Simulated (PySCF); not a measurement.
Radial density of Sc³⁺ (scandium, charge +3)

M06-L, [Ar], closed-shell 1S. Computed with PySCF 2.14 in aug-cc-pVTZ-DK (8s7p5d3f2g, 93 functions), with the spin-free X2C one-electron Hamiltonian (Gaussian nucleus).

```json
{"r (bohr)": "0.00131", "4πr²ρ (e/bohr)": "0.1678"}
{"r (bohr)": "0.00220", "4πr²ρ (e/bohr)": "0.4305"}
{"r (bohr)": "0.00370", "4πr²ρ (e/bohr)": "1.081"}
{"r (bohr)": "0.00622", "4πr²ρ (e/bohr)": "2.618"}
{"r (bohr)": "0.0105", "4πr²ρ (e/bohr)": "5.952"}
{"r (bohr)": "0.0176", "4πr²ρ (e/bohr)": "12.10"}
{"r (bohr)": "0.0296", "4πr²ρ (e/bohr)": "20.30"}
{"r (bohr)": "0.0498", "4πr²ρ (e/bohr)": "24.88"}
{"r (bohr)": "0.0838", "4πr²ρ (e/bohr)": "20.59"}
{"r (bohr)": "0.141", "4πr²ρ (e/bohr)": "19.48"}
{"r (bohr)": "0.237", "4πr²ρ (e/bohr)": "26.44"}
{"r (bohr)": "0.399", "4πr²ρ (e/bohr)": "14.72"}
{"r (bohr)": "0.671", "4πr²ρ (e/bohr)": "6.974"}
{"r (bohr)": "1.13", "4πr²ρ (e/bohr)": "7.678"}
{"r (bohr)": "1.90", "4πr²ρ (e/bohr)": "1.302"}
{"r (bohr)": "3.19", "4πr²ρ (e/bohr)": "0.01446"}
{"r (bohr)": "5.37", "4πr²ρ (e/bohr)": "2.539e-05"}
```

Densities and radii are taken from the X2C orbitals without a picture-change correction, which distorts them close to the nucleus.
